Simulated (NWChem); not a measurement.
CdHSI; SMILES [SH][Cd][I]

```xyz
4

Cd     0.0117     0.8266     0.0000
I      0.0030    -1.7686     0.0000
S      0.0370     3.1746     0.0000
H     -1.3127     3.2658     0.0000
```
Atoms are numbered in this order, from 1.

Results from NWChem. Medium grid unless said otherwise, to which SCAN and Minnesota functionals are sensitive. Structure relaxed at the PBE0/def2-SVP level. def2 effective core potentials on Cd, I; no spin-orbit coupling.

Question: Among these, which level gives the lowest value of “dipole (D)”?
(A) OLYP/def2-SVP
(B) BP86/def2-SVP
(C) B3LYP/def2-SVP
(D) B97-2/def2-SVP

Answer: A, OLYP/def2-SVP. Values: OLYP/def2-SVP 1.00; B3LYP/def2-SVP 1.05; B97-2/def2-SVP 1.06; BP86/def2-SVP 1.08
